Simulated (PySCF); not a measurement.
Compound: C3H9GeOP.
Bonds: C1–C2 (double), C2–C3, C3–O4, O4–Ge5, Ge5–P6. Hydrogens: H7, H8 on C1; H9 on C2; H10, H11 on C3; H12, H13 on Ge5; H14, H15 on P6.

A linear-response calculation (PySCF, def2-SVPD basis, gas phase, vertical, core orbitals frozen in the response) gave these numbers; the functional is withheld.

Orbital energies (eV): HOMO-3 -10.05, HOMO-2 -9.53, HOMO-1 -9.10, HOMO -8.70, LUMO 0.67, LUMO+1 0.81, LUMO+2 1.17.

| state | E (eV) | f | main configurations (H = HOMO, L = LUMO) |
| --- | --- | --- | --- |
| S1 | 6.20 | 0.010 | H→L (61%), H→L+3 (13%), H→L+1 (9%) |
| S2 | 6.60 | 0.066 | H→L+1 (33%), H→L+3 (26%), H→L (20%) |
| S3 | 6.64 | 0.0085 | H-1→L (23%), H-2→L (21%), H→L+3 (16%) |
| S4 | 6.78 | 0.171 | H→L+2 (46%), H→L+1 (28%), H→L+3 (11%) |
| S5 | 7.00 | 0.013 | H→L+3 (25%), H-2→L (22%), H→L+4 (10%) |
| S6 | 7.11 | 0.163 | H-1→L (53%), H-2→L (11%), H-2→L+1 (10%) |

Triplets (Tamm–Dancoff): T1 4.35 eV, H-1→L (45%), H-1→L+4 (18%); T2 5.43 eV, H→L+1 (59%), H→L (10%); T3 5.67 eV, H→L+3 (51%), H→L (18%); T4 6.05 eV, H→L (38%), H-2→L (20%), H→L+3 (11%).

Vertical ionisation energy by ΔSCF with the same functional: 9.44 eV. Mean static polarisability: 98.2 au.

Task: Which of these was used?
A. PBE
B. PBE0
C. HF
D. CAM-B3LYP

Result: D. CAM-B3LYP is range-separated, 19% exact exchange at short range and 65% at long range (ω = 0.33 bohr⁻¹). In this run −ε(HOMO) = 8.70 eV differs from the ΔSCF value by -0.75 eV, and S1 differs from the orbital gap of 9.37 eV by -3.17 eV. The ratio −ε(HOMO)/IP is 0.92. Small neutral molecules mostly give 0.85 to 0.93 with CAM-B3LYP, 0.5 to 0.7 with PBE, 0.7 to 0.83 with PBE0; with Hartree–Fock the ratio is 1 or more (Koopmans' value less the relaxation energy is the ΔSCF value).

The calculation used PySCF 2.14.0, density-fitted response routines, TDDFT CAM-B3LYP/def2-SVPD, vertical, gas phase, core orbitals frozen in the response. Geometry: PBE0-D3(BJ)/def2-SVP, one conformer, isolated molecule. The CAM-B3LYP/def2-SVPD calculation is non-relativistic and has no spin–orbit coupling, an omission that weighs most on germanium.

Shape of the structure used: `[CH2:1]=[CH:2][CH2:3][O:4][GeH2:5][PH2:6]`: C1–C2–C3–O4 121°, C2–C3–O4–Ge5 -62°, C3–O4–Ge5–P6 -45°, H–P6–Ge5–O4 -167°, H–P6–Ge5–O4 -74°.
